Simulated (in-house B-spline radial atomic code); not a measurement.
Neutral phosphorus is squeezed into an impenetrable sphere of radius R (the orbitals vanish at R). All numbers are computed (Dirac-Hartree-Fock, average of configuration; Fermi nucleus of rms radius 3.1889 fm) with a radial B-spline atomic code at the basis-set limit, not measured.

Energies in eV above the free atom in [Ne] 3s2 3p3:

| R (bohr) | highest level (eV) | [Ne] 3s2 3p3 | [Ne] 3s2 3p2 3d1 | [Ne] 3s1 3p4 |
| --- | --- | --- | --- | --- |
| 8.39 | -9.48 | 0.01665 | 8.69 | 9.578 |
| 6.55 | -9.26 | 0.2154 | 10.15 | 9.825 |
| 5.08 | -8.21 | 1.662 | 13.41 | 11.55 |
| 4.19 | -5.95 | 5.94 | 19.42 | 16.42 |
| 3.89 | -4.48 | 9.236 | 23.47 | 20.08 |
| 2.9 | 7.16 | 42.49 | 59.62 | 55.68 |
| 2.78 | 9.97 | 51.67 | 69.1 | 65.31 |
| 2.08 | 43.3 | 175.6 | 191.5 | 192.8 |
| 1.82 | 71.6 | 292.2 | 303 | 310.6 |
| 1.51 | 134 | 572.1 | 566.3 | 589.4 |

Q: Does [Ne] 3s2 3p2 3d1 fall below [Ne] 3s2 3p3 under compression?

A: Yes, between R = 1.82 and 1.51 bohr the order changes (near 1.62 bohr by linear interpolation).

Q: Does [Ne] 3s1 3p4 fall below [Ne] 3s2 3p3 under compression?

A: No, it stays above over the whole range.

The highest level is first positive in the row R = 2.9 bohr, pushed up by confinement above the zero of the free ion's potential. Each configuration is held fixed and needn't be the lowest in the sphere.
